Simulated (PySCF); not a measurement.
An unknown is described by computed data only.

Elements present: C, H, O and Si. Monoisotopic mass: 75.0272 u (electron mass counted); charge -1.

* 13C NMR: chemical shifts (computed TMS as zero) by class: 77.7 (1 C), 23.8 (1 C) ppm [GIAO B97-2/pcSseg-2]
* Rotational structure: rotational constants A, B, C: 26.304, 2.584, 2.485 GHz [PBE0-D3(BJ)/def2-SVP]
* NMR, other nuclei: isotropic shieldings of nuclei other than C and H, by class: 279 (1 O), 349 (1 Si) ppm [GIAO B97-2/pcSseg-2]
* XPS: Si2p3/2 100.0, C1s 286.7, C1s 287.3, O1s 532.0, Si1s 1839.9 eV [ΔSCF SCAN, pcX-2 on the ionised atom, pcseg-1 elsewhere, spin-free X2C, 2p3/2 from a spin–orbit splitting computed afterwards within the 2p shell]
* 1H NMR: chemical shifts (computed TMS as zero) by class: 5.51 (2 H), 3.21 (2 H), 0.81 (3 H) ppm [GIAO B97-2/pcSseg-2]

Gas-phase values; electronic properties from PySCF, density fitting. Levels stand in brackets. The structure is a single PBE0-D3(BJ)/def2-SVP conformer in the gas phase; no vibrational or solvent corrections. The geometry's basis has no diffuse functions, a weakness for an anion. The HOMO energy is positive, so at this level the finite basis confines the outermost electrons. No diffuse functions stand in pcSseg-2, which bears on an anion's orbital energies. NMR classes are plain means over equivalent atoms (diastereotopic ones count apart unless rotation or inversion swaps them), as if these changed places fast.

Q: Which formula fits the mass and the elements?

A: C2H7OSi (calculated 75.0272). No other formula that holds each of these elements comes within 0.0003 u with a fitting electron parity and a possible valence count.

Q: Give a SMILES that accounts for the data.

A: Numbering: `[CH3:1][CH2:2][O:3][SiH2-:4]`. 2 carbons fall into 2 classes; from least to most shielded: sp3 carbon bound to oxygen [C2] (77.7 ppm), methyl carbon [C1] (23.8 ppm). Hydrogen classes from least to most shielded: 2 H on a silicon bonded to O and 2 H, Si4 (5.51 ppm), 2 H on an sp3 carbon bound to oxygen, C2 (3.21 ppm), 3 H on a methyl carbon, C1 (0.81 ppm). The other shieldings belong to: 279 ppm, silyl ether oxygen [O3]; 349 ppm, silicon bonded to O and 2 H [Si4]. The core levels belong to: Si2p3/2 100.0 eV, silicon bonded to O and 2 H [Si4]; C1s 286.7 eV, methyl carbon [C1]; C1s 287.3 eV, sp3 carbon bound to oxygen [C2]; O1s 532.0 eV, silyl ether oxygen [O3]; Si1s 1839.9 eV, silicon bonded to O and 2 H [Si4]. The optimised geometry has point group Cs and is an asymmetric top. Structure: `CCO[SiH2-]`. The assignments are read from this structure; whether some other isomer fits the data as well wasn't checked.

Shape of the structure used: `[CH3:1][CH2:2][O:3][SiH2-:4]`: C1–C2–O3–Si4 179°.
